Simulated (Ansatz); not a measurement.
Gas-phase electronic energies from Ansatz, PBE0-D4/def2-TZVP geometries. CCSD(T)/CBS is the MP2 limit (def2-TZVPP, def2-QZVPP) plus CCSD(T) − MP2 in def2-TZVPP, frozen cores. Functionals use def2-TZVPP. For Ge outer-core shells are correlated without core-valence functions, which leaves a few kJ/mol of doubt a bond. Scalar relativity is left out up to krypton. One conformer a species, not always the lowest.

Consider the formal exchange of groups at the Al–C bond: `C/C=[CH]/[AlH2]` + `[BH2][GeH2][CH3]` → `[CH3][GeH2][BH][AlH2]` + `C=CC`.

CCSD(T)/CBS gives +0.27 eV.

(1) Another level gave +0.36 eV. Which?
A. PBE0/def2-TZVPP
B. SCS-MP2/def2-TZVPP
C. CCSD(T)/def2-TZVPP
D. B2PLYP/def2-TZVPP

Largest T1 diagnostic among the species: 0.012.

Results:

(1) B. SCS-MP2/def2-TZVPP 0.36, CCSD(T)/def2-TZVPP 0.27, PBE0 0.21, B2PLYP 0.31 eV.

From PBE to PBE0 (25 % exact exchange), in def2-TZVPP and without D4, ΔE moves by +0.04 eV.
